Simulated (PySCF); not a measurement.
**Where the electron goes**

C5H2ClF3.
Cartesian coordinates in Å at the PBE0-D3(BJ)/def2-SVP level; atoms count from 1:
```
atom  x, y, z in Å
F1     2.4375    0.1611    1.2186
C2     1.7027    0.2811    0.1011
F3     1.2379    1.5372    0.0664
F4     2.5640    0.1489   -0.9219
C5     0.6102   -0.7183    0.0427
C6    -0.6707   -0.3563   -0.0353
C7    -2.0774   -0.6629   -0.1206
C8    -1.7146    0.6095   -0.1057
Cl9   -2.1592    2.2190   -0.1487
H10    0.9044   -1.7684    0.0610
H11   -2.8560   -1.4200   -0.1673
```

Method used: PySCF 2.14.0, density-fitted response routines, TDDFT CAM-B3LYP/def2-SVPD, vertical, gas phase, core orbitals frozen in the response.

Frontier orbitals with the atoms that hold most of them (Löwdin shares over 4%, at most four atoms; ? is withheld):

```csv
orbital,ε (eV),atoms
LUMO+2,1.30,"Cl9 36%, C7 26%, H11 21%, C8 6%"
LUMO+1,0.87,"Cl9 51%, C8 17%, C7 15%, C6 9%"
LUMO,?,?
HOMO,-8.28,?
HOMO-1,-10.82,"Cl9 47%, C8 16%, C6 15%, C7 7%"
HOMO-2,-11.67,"Cl9 58%, C8 14%, C6 12%, C7 8%"
HOMO-3,-11.76,"Cl9 25%, C7 18%, C6 11%, C5 11%"
```

Problem. Give the leading atoms of the LUMO.

Solution. C7 (bonded to 2 C and H) 37%; C8 (bonded to 2 C and Cl) 33%; Cl9 (bonded to C) 13%; H11 (bonded to C) 9%. By element: carbon 70% or more, chlorine 13%, hydrogen 9% or more.

Problem. Which atoms hold the HOMO, and with what shares?

Solution. C5 (bonded to 2 C and H) 37%; C6 (bonded to 3 C) 20%; C7 (bonded to 2 C and H) 13%; C8 (bonded to 2 C and Cl) 10%.

Problem. What is the LUMO energy, and the HOMO–LUMO gap?

Solution. ε(LUMO) = -0.20 eV; the gap is 8.08 eV (0.2970 hartree).

Problem. How does S1 compare with the orbital gap of 8.08 eV?

Solution. S1 is at 4.91 eV (f = 0.035), 3.17 eV below the gap, made of HOMO→LUMO (98%). 

Problem. Give energy, strength and leading configuration of S1, S2 and S3, and follow the Löwdin shares of the leading atoms from the occupied to the empty orbital.

Solution. 
- S1 (4.91 eV, f 0.035), HOMO→LUMO (98%): C5 37% → at most 9%, C6 20% → at most 9%, C7 13% → 37%, C8 10% → 33%
- S2 (6.18 eV, f 0.0012), HOMO→LUMO+1 (88%): C5 37% → at most 9%, C6 20% → 9%, Cl9 at most 11% → 51%, C8 10% → 17%
- S3 (6.50 eV, f 0.0005), HOMO-1→LUMO (92%): Cl9 47% → 13%, C8 16% → 33%, C7 7% → 37%

Löwdin shares depend on the basis, the more so with diffuse functions.

The run took about 70 s of CPU time (one thread, shared machine).
